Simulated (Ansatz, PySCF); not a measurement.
CH2Cl, SMILES [CH2]Cl (connectivity only; charge and spin as stated), charge +1, multiplicity 1. Atoms are numbered in the order given.

```xyz
4

C      0.0000     0.0000    -1.0480
Cl     0.0000     0.0000     0.5458
H      0.0000    -0.9502    -1.5811
H      0.0000     0.9502    -1.5811
```
Charge +1, spin multiplicity 1.

The structure is a stationary point at B3LYP-D3(BJ)/def2-TZVP. The multiplicity is an assumed one; other spin states were not compared. The isomer is the one that the SMILES or the coordinates give; other isomers of the formula were not compared.

Two levels are set side by side: PBE-D3(BJ)/def2-TZVP (Ansatz, a program for electronic structure) and B3LYP-D3(BJ)/def2-TZVP (Ansatz). Each level has its own optimised geometry; the coordinates shown are those of the second. Frequencies come from the Hessian of PySCF at each geometry. Differences are taken from unrounded values.

```tsv
quantity	B3LYP-D3(BJ)
mean bond length (Å)	1.258
bond C1–Cl2 (Å)	1.594
bond C1–H3 (Å)	1.090
bond C1–H4 (Å)	1.090
highest harmonic wavenumber (cm⁻¹)	3218
mean harmonic wavenumber (cm⁻¹)	1837
zero-point energy (kcal/mol)	15.76
```

Problem. What does PBE-D3(BJ) give, and how far is it from B3LYP-D3(BJ)? (Estimate from the structure and the level; the computed values follow.)

Solution. 
| quantity | PBE-D3(BJ) | PBE-D3(BJ) minus B3LYP-D3(BJ) |
|---|---|---|
| mean bond length (Å) | 1.266 | 0.008 |
| bond C1–Cl2 (Å) | 1.599 | 0.005 |
| bond C1–H3 (Å) | 1.099 | 0.009 |
| bond C1–H4 (Å) | 1.099 | 0.009 |
| highest harmonic wavenumber (cm⁻¹) | 3143 | -74 |
| mean harmonic wavenumber (cm⁻¹) | 1788 | -49 |
| zero-point energy (kcal/mol) | 15.33 | -0.42 |

Exact exchange shortens and stiffens bonds; PBE has none. Differences between two approximate levels are no errors against the true value.
